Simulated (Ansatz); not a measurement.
A calculation with Ansatz (development build ahead of 0.2.0).

```yaml
crystal:
  periodic: [false, false, false]
  atoms:
    - { symbol: Be, position_ang: [0.0, 0.0, -1.00874] }
    - { symbol: S, position_ang: [0.0, 0.0, 1.00874] }
basis:
  gaussian: { orbitals: def2-SVP }
total_charge: 1
magnetization:
  initial_magnetization: 1
hamiltonian:
  xc: hf
correlation:
  method: ccsd_t
  frozen_orbitals: { Be: 0, S: 5 }
```

The input is written out in the form of the current development build from the run's settings. Correlation on restricted open-shell orbitals is semicanonical, with singles.

The run gave:

```json
{
  "Converged": "yes",
  "Reference energy": "-411.68276 hartree",
  "Correlation energy": "-0.14477 hartree",
  "Total energy": "-411.82753 hartree",
  "Stability test": "minimum among restricted orbitals"
}
```
